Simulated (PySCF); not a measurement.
**Electronic absorption of C5H5FS**

Compound: C5H5FS.
Numbering: `[CH:1]#[C:2][C@@H:3]1[CH2:4][C@H:5]([F:6])[S:7]1` (hydrogens: H8 on C1; H9 on C3; H10, H11 on C4; H12 on C5)

Structure used (GFN2-xTB), in Å, numbered top down from 1:
```xyz
12
C5H5FS angstrom
C      2.8030   -0.1468    0.2153
C      1.6504   -0.4492    0.0924
C      0.2546   -0.7608   -0.0101
C     -0.6315    0.3287   -0.6370
C     -1.6625    0.3932    0.4842
F     -1.8796    1.6507    0.9576
S     -0.6769   -0.6748    1.6042
H      3.8190    0.0988    0.3034
H      0.1061   -1.7515   -0.4437
H     -0.0993    1.2779   -0.7058
H     -1.0377    0.0737   -1.6151
H     -2.6443   -0.0405    0.2728
```

Method: PySCF 2.14.0, density-fitted response routines, TDDFT CAM-B3LYP/def2-SVPD, vertical, gas phase, core orbitals frozen in the response.

```json
{"state": "S1", "λ (nm)": "269.6", "E (eV)": "4.60", "f": "0.0010", "main configurations (H = HOMO, L = LUMO)": "H→L (90%)"}
{"state": "S2", "λ (nm)": "204.7", "E (eV)": "6.06", "f": "0.0012", "main configurations (H = HOMO, L = LUMO)": "H-2→L (62%), H-2→L+2 (17%)"}
{"state": "S3", "λ (nm)": "198.2", "E (eV)": "6.25", "f": "0.064", "main configurations (H = HOMO, L = LUMO)": "H→L+2 (59%), H-1→L (16%)"}
{"state": "S4", "λ (nm)": "195.1", "E (eV)": "6.36", "f": "0.031", "main configurations (H = HOMO, L = LUMO)": "H-1→L (53%), H→L+2 (26%)"}
{"state": "S5", "λ (nm)": "188.7", "E (eV)": "6.57", "f": "0.020", "main configurations (H = HOMO, L = LUMO)": "H→L+1 (48%), H-1→L+2 (15%), H-1→L+5 (12%)"}
{"state": "S6", "λ (nm)": "182.8", "E (eV)": "6.78", "f": "0.015", "main configurations (H = HOMO, L = LUMO)": "H→L+1 (41%), H-1→L+2 (23%), H-1→L+5 (9%)"}
{"state": "S7", "λ (nm)": "179.3", "E (eV)": "6.92", "f": "0.017", "main configurations (H = HOMO, L = LUMO)": "H-3→L (58%)"}
{"state": "S8", "λ (nm)": "170.8", "E (eV)": "7.26", "f": "0.015", "main configurations (H = HOMO, L = LUMO)": "H-2→L+2 (18%), H-3→L (15%), H-1→L+1 (14%)"}
```

Triplets, Tamm–Dancoff:

| state | E (eV) | λ (nm) | main configurations (H = HOMO, L = LUMO) |
| --- | --- | --- | --- |
| T1 | 4.08 | 304.0 | H→L (89%) |
| T2 | 5.07 | 244.8 | H-1→L (50%), H-1→L+2 (11%) |
| T3 | 5.60 | 221.3 | H-2→L (34%), H-2→L+2 (16%), H→L+2 (12%) |

The lowest singlet comes at 270 nm (444 kJ/mol) in the ultraviolet; it is very weak; its leading configuration is HOMO→LUMO (90%). The strongest level in the table is S3 at 6.25 eV (198 nm, f = 0.064). Löwdin shares by element: HOMO sulfur 70%, carbon 19% or more; LUMO sulfur 51%, carbon 31% or more (atoms not listed hold the other 18%). The oscillator strengths of these states sum to 0.164; summed over the whole spectrum of an exact calculation they would give the number of electrons, 60 (Thomas–Reiche–Kuhn). The listed states span 2.66 eV, and the widest gap between neighbours is 1.46 eV (S1 to S2). Of the 8 states listed, 6 reach f = 0.01 and none stays under 0.0005. The window holds the lowest 8 singlets.

One conformer stands for the species.
